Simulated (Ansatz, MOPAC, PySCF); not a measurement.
Complex: CH3Cl (SMILES CCl) (first 5 atoms) with H2 (SMILES [H][H]); geometry from B3LYP-D3(BJ)/def2-TZVP, rigid monomers moved along the line of their centres of mass till Cl2···H7 is 2.70 Å.
(charge 0, multiplicity 1):
```xyz
7

C     -0.2693     1.0804    -0.4277
Cl    -0.1522    -0.7034    -0.2695
H     -1.1997     1.3174    -0.9347
H     -0.2559     1.5117     0.5687
H      0.5809     1.4279    -1.0066
H     -0.1045     0.3764     2.9504
H     -0.0974    -0.0795     2.3612
```

Interaction energies are E(AB) − E(A) − E(B) at the monomers' geometry in the complex; basis-set methods are counterpoise corrected. Rows marked so take none.

Rows in 3-21G, 6-31G* carry no dispersion term and start afresh at each structure (6-31G* with six Cartesian d functions). The state that AM1 reach isn't checked.

Programs: Ansatz (Gaussian basis) for Hartree–Fock, density functionals and correlated methods; MOPAC for AM1 (differences of heats of formation); PySCF for 3-21G rows, 6-31G* rows, the dispersion terms. 

**Question.** One of these levels gives -0.12 kcal/mol for the interaction energy. Name it.
(A) PBE0-D3(BJ)/def2-TZVPPD
(B) HF/3-21G (no counterpoise)
(C) HF/6-31G* (no counterpoise)
(D) AM1

**Answer.** D, AM1. The others give 0.38 (HF/3-21G (no counterpoise)), 1.08 (HF/6-31G* (no counterpoise)), -0.59 (PBE0-D3(BJ)/def2-TZVPPD)

Ansatz is a program for electronic structure.
